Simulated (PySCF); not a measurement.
A run for PySCF: D3(BJ) and D4 dispersion corrections on GeH2IN (SMILES [NH2][Ge][I]), a point of a torsion scan.

```python
from pyscf import gto
from pyscf.dispersion import dftd3, dftd4

mol = gto.M(
    atom='''
    N    -0.83104112   -0.08657860   -0.07596460
    Ge    0.75654657   -0.82227775   -0.57046873
    I     0.94792251   -2.56248424    1.32262639
    H    -1.05370741    0.87728934   -0.27409735
    H    -1.43869110   -0.40535808    0.66706778
    ''',
    basis='def2-svp',
    charge=0, spin=0, verbose=0, max_memory=1800)
d3, d4 = {}, {}
for xc in ['hf', 'pbe', 'blyp', 'revpbe', 'tpss', 'r2scan', 'b3lyp', 'pbe0', 'bhlyp', 'camb3lyp', 'b2plyp']:
    d3[xc] = float(dftd3.DFTD3Dispersion(mol, xc=xc, version='d3bj', atm=False).get_dispersion()['energy'])
    print(f'D3(BJ) {xc:10s} {d3[xc]:14.8f} Eh')
for xc in ['hf', 'pbe', 'blyp', 'revpbe', 'tpss', 'r2scan', 'b3lyp', 'pbe0', 'bhlyp', 'camb3lyp', 'b2plyp']:
    d4[xc] = float(dftd4.DFTD4Dispersion(mol, xc={'camb3lyp': 'cam-b3lyp'}.get(xc, xc), atm=True).get_dispersion()['energy'])
    print(f'D4     {xc:10s} {d4[xc]:14.8f} Eh')
```

It printed:

```
D3(BJ) hf            -0.03785667 Eh
D3(BJ) pbe           -0.00441790 Eh
D3(BJ) blyp          -0.01058744 Eh
D3(BJ) revpbe        -0.01024993 Eh
D3(BJ) tpss          -0.00590739 Eh
D3(BJ) r2scan        -0.00118594 Eh
D3(BJ) b3lyp         -0.00895678 Eh
D3(BJ) pbe0          -0.00417041 Eh
D3(BJ) bhlyp         -0.00834096 Eh
D3(BJ) camb3lyp      -0.00442992 Eh
D3(BJ) b2plyp        -0.00489449 Eh
D4     hf            -0.01506994 Eh
D4     pbe           -0.00473602 Eh
D4     blyp          -0.01012229 Eh
D4     revpbe        -0.01154451 Eh
D4     tpss          -0.00631812 Eh
D4     r2scan        -0.00096897 Eh
D4     b3lyp         -0.00787573 Eh
D4     pbe0          -0.00402030 Eh
D4     bhlyp         -0.00758027 Eh
D4     camb3lyp      -0.00421812 Eh
D4     b2plyp        -0.00323513 Eh
```

The run finished.

Cost: about 0.020 core-seconds (a rough figure).
